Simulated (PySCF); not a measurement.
Distorted geometries of [Lu(H2O)3]3+

[Lu(H2O)3]3+ (singlet in the valence; each metal's 4f electrons, 14 of them, lie in its core potential, out of spins and levels). PySCF 2.14.0, RKS PBE, Lu lcecp-1-SVP with ECP60, O def2-SVP, H def2-SVP; non-relativistic Hamiltonian with scalar-relativistic core potentials where named; density fitting; no spin-orbit coupling. Relaxed geometry:

```xyz
10

Lu    0.0000    0.0000    0.0000
O     2.1932    0.0000    0.0000
H     2.8178    0.7509    0.2170
H     2.8178   -0.7509   -0.2170
O    -1.0966    1.8993    0.0000
H    -2.0592    2.0649    0.2170
H    -0.7586    2.8158   -0.2170
O    -1.0966   -1.8993    0.0000
H    -0.7586   -2.8157    0.2170
H    -2.0592   -2.0648   -0.2170
```

Problem. Order these distorted geometries by energy above the relaxed one, lowest first.
A.
```xyz
10

Lu   -0.0499   -0.0486    0.0793
O     2.3043    0.0125    0.0557
H     2.8012    0.8078    0.2672
H     2.7795   -0.8440   -0.2258
O    -1.0638    1.8988    0.0177
H    -2.0343    2.0285    0.1199
H    -0.8115    2.8386   -0.3518
O    -1.0925   -1.9698    0.0072
H    -0.7654   -2.7595    0.1786
H    -2.0676   -1.9643   -0.1480
```
B.
```xyz
10

Lu   -0.0831    0.0673   -0.0587
O     2.1952   -0.0534   -0.0568
H     2.8689    0.7445    0.1794
H     2.8382   -0.7290   -0.1724
O    -1.0929    1.9374    0.0429
H    -2.0887    1.9989    0.1559
H    -0.7522    2.7488   -0.1435
O    -1.0821   -1.8371    0.0226
H    -0.6777   -2.6900    0.2370
H    -2.1257   -2.1874   -0.2064
```
C.
```xyz
10

Lu   -0.2728   -0.0013   -0.0475
O     2.2012    0.0699   -0.0273
H     2.8751    1.0443    0.1875
H     2.8924   -0.7332   -0.2931
O    -1.2358    1.6845    0.0571
H    -1.8426    2.2654    0.2346
H    -0.7432    2.4978   -0.1642
O    -1.1405   -2.0430   -0.0153
H    -0.9121   -2.8060    0.2348
H    -1.8216   -1.9784   -0.1666
```

Solution. B (0.87 eV), A (0.97 eV), C (7.83 eV).

Problem. Which forces (eV/Å) act in the one that lies 0.97 eV up?

Solution. 
```
Lu   1.52  0.52  0.08
O   -3.39 -2.35 -0.64
H    1.72  0.68  0.15
H    0.57  1.54  0.46
O    0.56  1.05 -0.92
H   -0.73  0.02  0.30
H    0.06 -1.25  0.57
O   -2.45  8.57 -1.49
H    2.51 -7.86  1.51
H   -0.37 -0.92 -0.02
```
Forces carry noise of the integration grid, about 0.01 to 0.03 eV/Å.

A frequency check found unstable modes (1, the lowest at -21 cm⁻¹), so the relaxed geometry is a saddle point, or these are noise. An lcecp potential fixes the number of 4f electrons, so in runs with it no electron can move into or out of that shell.
